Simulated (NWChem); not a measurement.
The numbers come from NWChem runs, not from measurements. System: Cl4Ge, charge 0, spin multiplicity 1, at a geometry optimised with PBE0/def2-SVP. The structure started from a generated list of species. Level: G0W0@PBE/def2-TZVP, RI basis def2-tzvp-rifit.

The NWChem input:

```
start mol
memory heap 200 mb stack 700 mb global 1700 mb
geometry units angstroms nocenter noautoz
  Cl     1.736666     0.000000    -1.227619
  Ge     0.000000     0.000000     0.000032
  Cl    -1.736666     0.000000    -1.227619
  Cl     0.000000    -1.736662     1.227589
  Cl     0.000000     1.736662     1.227589
  symmetry group C2v
end
basis spherical
  * library def2-tzvp
end
basis "ri basis" bse spherical
  * library def2-tzvp-rifit
end
dft
  xc xpbe96 cpbe96
  iterations 100
  direct
  tolerances tight
end
task dft energy
gw
  method cdgw
  states alpha occ 4 vir 2
end
task dft gw
```

Output (cleaned and shortened):

```
             Northwest Computational Chemistry Package (NWChem) 7.3.0
             --------------------------------------------------------

                                NWChem Input Module
                                -------------------

 Scaling coordinates for geometry "geometry" by  1.889725989
 (inverse scale =  0.529177249)

 Turning off AUTOSYM since
 SYMMETRY directive was detected!

                             Geometry "geometry" -> ""
                             -------------------------

 Output coordinates in angstroms (scale by  1.889725989 to convert to a.u.)

  No.       Tag          Charge          X              Y              Z
 ---- ---------------- ---------- -------------- -------------- --------------
    1 Cl                  17.0000     1.73666600     0.00000000    -1.22761900
    2 Ge                  32.0000     0.00000000     0.00000000     0.00003200
    3 Cl                  17.0000    -1.73666600     0.00000000    -1.22761900
    4 Cl                  17.0000     0.00000000    -1.73666200     1.22758900
    5 Cl                  17.0000     0.00000000     1.73666200     1.22758900

 Effective nuclear repulsion energy (a.u.)     805.6463843240

            Nuclear Dipole moment (a.u.)
            ----------------------------
        X                 Y               Z
 ---------------- ---------------- ----------------
     0.0000000000     0.0000000000     0.0000075589

      Symmetry information
      --------------------

 Group name             C2v
 Group number             16
 Group order               4
 No. of unique centers     3

      Symmetry unique atoms

     1    2    4


 Summary of "ao basis" -> "" (spherical)
 ------------------------------------------------------------------------------
       Tag                 Description            Shells   Functions and Types
 ---------------- ------------------------------  ------  ---------------------
 *                         def2-tzvp                  on all atoms

 new library libraries.bse/

 Summary of "ri basis" -> "" (spherical)
 ------------------------------------------------------------------------------
       Tag                 Description            Shells   Functions and Types
 ---------------- ------------------------------  ------  ---------------------
 *                      def2-tzvp-rifit               on all atoms

  pbe96 is a nonlocal functional; adding pw91lda local functional.

                                 NWChem DFT Module
                                 -----------------

 Summary of "ao basis" -> "ao basis" (spherical)
 ------------------------------------------------------------------------------
       Tag                 Description            Shells   Functions and Types
 ---------------- ------------------------------  ------  ---------------------
 Cl                        def2-tzvp                13       37   5s5p2d1f
 Ge                        def2-tzvp                16       48   6s5p4d1f

 Summary of "ao basis" -> "ao basis" (spherical)
 ------------------------------------------------------------------------------
       Tag                 Description            Shells   Functions and Types
 ---------------- ------------------------------  ------  ---------------------
 Cl                        def2-tzvp                13       37   5s5p2d1f
 Ge                        def2-tzvp                16       48   6s5p4d1f

      Symmetry analysis of basis
      --------------------------

        a1         71
[...]
              MO Center=  2.9D-11,  3.4D-11, -5.1D-04, r^2= 5.6D+00
   Bfn.  Coefficient  Atom+Function         Bfn.  Coefficient  Atom+Function
  ----- ------------  ---------------      ----- ------------  ---------------
    16      0.284937  1 Cl py               101     -0.284937  3 Cl py
   137      0.284828  4 Cl px               174     -0.284828  5 Cl px
    19      0.178596  1 Cl py               104     -0.178596  3 Cl py
   140      0.178526  4 Cl px               177     -0.178526  5 Cl px
    13      0.132982  1 Cl py                98     -0.132982  3 Cl py

 Vector   51  Occ=0.000000D+00  E=-1.226762D-01  Symmetry=a1
              MO Center= -3.5D-14,  3.4D-14, -2.0D-05, r^2= 5.0D+00
   Bfn.  Coefficient  Atom+Function         Bfn.  Coefficient  Atom+Function
  ----- ------------  ---------------      ----- ------------  ---------------
    43      0.819052  2 Ge s                 42      0.713053  2 Ge s
    41     -0.279788  2 Ge s                 18      0.226016  1 Cl px
   103     -0.226016  3 Cl px               141     -0.226021  4 Cl py
   178      0.226021  5 Cl py                40     -0.211903  2 Ge s
    15      0.194218  1 Cl px               100     -0.194218  3 Cl px

 Vector   52  Occ=0.000000D+00  E=-2.563394D-02  Symmetry=a1
              MO Center=  4.4D-12, -5.6D-12,  7.9D-05, r^2= 4.4D+00
   Bfn.  Coefficient  Atom+Function         Bfn.  Coefficient  Atom+Function
  ----- ------------  ---------------      ----- ------------  ---------------
    58      0.830246  2 Ge pz                55      0.543782  2 Ge pz
    18     -0.270719  1 Cl px               103      0.270719  3 Cl px
   141     -0.270747  4 Cl py               178      0.270747  5 Cl py
    78      0.222564  2 Ge d  2              49     -0.201523  2 Ge pz
     5      0.188669  1 Cl s                 90      0.188669  3 Cl s

 Vector   53  Occ=0.000000D+00  E=-2.557770D-02  Symmetry=b1
              MO Center= -4.3D-12,  4.9D-14,  8.0D-02, r^2= 4.4D+00
   Bfn.  Coefficient  Atom+Function         Bfn.  Coefficient  Atom+Function
  ----- ------------  ---------------      ----- ------------  ---------------
    56      0.830359  2 Ge px                53      0.543803  2 Ge px
    20     -0.270780  1 Cl pz               105      0.270780  3 Cl pz
     5     -0.266945  1 Cl s                 90      0.266945  3 Cl s
   140     -0.240582  4 Cl px               177     -0.240582  5 Cl px
    77     -0.222701  2 Ge d  1              47     -0.201518  2 Ge px

 center of mass
 --------------
 x =   0.00000000 y =   0.00000000 z =   0.00000236

 moments of inertia (a.u.)
 ------------------
        1506.009219771298           0.000000000000           0.000000000000
           0.000000000000        1506.012689654097           0.000000000000
           0.000000000000           0.000000000000        1506.505135482277

     Multipole analysis of the density
     ---------------------------------

     L   x y z        total         alpha         beta         nuclear
     -   - - -        -----         -----         ----         -------
     0   0 0 0     -0.000000    -50.000000    -50.000000    100.000000

     1   1 0 0     -0.000000     -0.000000     -0.000000      0.000000
     1   0 1 0      0.000000      0.000000      0.000000      0.000000
     1   0 0 1      0.000173      0.000083      0.000083      0.000008

     2   2 0 0    -49.779247   -207.985767   -207.985767    366.192287
     2   1 1 0      0.000000      0.000000      0.000000      0.000000
     2   1 0 1     -0.000000     -0.000000     -0.000000      0.000000
     2   0 2 0    -49.778468   -207.984534   -207.984534    366.190600
     2   0 1 1     -0.000000     -0.000000     -0.000000      0.000000
     2   0 0 2    -49.778976   -207.865088   -207.865088    365.951199

 Task  times  cpu:       44.7s     wall:       44.7s

                                NWChem Input Module
                                -------------------

                                 NWChem GW Module
                                 ----------------

                             ***********************
                             ***        GW       ***
                             ***********************

 Summary of "ri basis" -> "ri basis" (spherical)
 ------------------------------------------------------------------------------
       Tag                 Description            Shells   Functions and Types
 ---------------- ------------------------------  ------  ---------------------
 Cl                     def2-tzvp-rifit             29      113   9s7p6d5f2g
 Ge                     def2-tzvp-rifit             37      159   10s9p8d5f4g1h

                 Memory Information
                 ------------------
          Available GA per process is          1699.7 MBs
          Available stack per process is        700.0 MBs
          Available heap per process is           0.0 MBs

          Peak memory in Initialization
              Peak GA per process is                 50.3 MBs
              Peak stack per process is               0.3 MBs
              Peak heap per process is               52.1 MBs
              Memory not in MA per process            0.0 MBs

          Peak memory in CDGW Calculation
              Peak GA per process is                 56.5 MBs
              Peak stack per process is               5.7 MBs
              Peak heap per process is                5.6 MBs
              Memory not in MA per process            0.1 MBs

          Computing 2-center integrals
          Computing Inverse Cholesky factor
          Computing 3-center integrals
          Computing Vxc

          Computing Sigma_x
          Computing W(iw) on the imaginary grid
          Solving quasiparticle equations

                  Alpha Orbitals
          State     Energy (eV)     Error (eV)
          -----------------------------------
@GW        47        -11.624           0.002
@GW        48        -11.164           0.002
@GW        49        -11.164           0.002
@GW        50        -11.164           0.002
@GW        51         -0.218           0.003
@GW        52          2.385           0.002

     GW Timing Statistics
   ------------------------
   Init.   :          0.3s
     ERIs  :          7.2s
     Distr.:          0.1s
     Vxc   :          0.4s
   Vmo     :          0.0s
   iW      :         17.9s
   I_n     :          0.0s
   R_n     :          4.5s
   GW total:         30.4s

 Task  times  cpu:       30.4s     wall:       30.4s

 Total times  cpu:       75.1s     wall:       75.1s
```
